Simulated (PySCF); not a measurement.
vinylidene fluoride (C2H2F2), SMILES C(F)(F)=C.

Coordinates come from a PBE0-D3(BJ)/def2-SVP optimisation.

These are PBE/def2-TZVPD (PySCF) values and carry that method's errors.

The molecule is in vacuum.

```
Quantity                                                                                                        Value
---------------------------------------------------------------------------------------------  ----------------------
total energy                                                                                       -276.90421 hartree
point group                                                                                                       C2v
highest occupied level                                                                                       -6.44 eV
lowest empty level                                                                                           -0.69 eV
orbital gap                                                                                                   5.76 eV
dipole moment                                                                                                  1.02 D
quadrupole, principal values (traceless, Buckingham form, about the centre of nuclear charge)  -1.31, -0.28, 1.59 D·Å
mean static polarisability                                                                       29.6 bohr³ (4.39 Å³)
polarisability, principal values                                                               22.8, 28.4, 37.7 bohr³
```
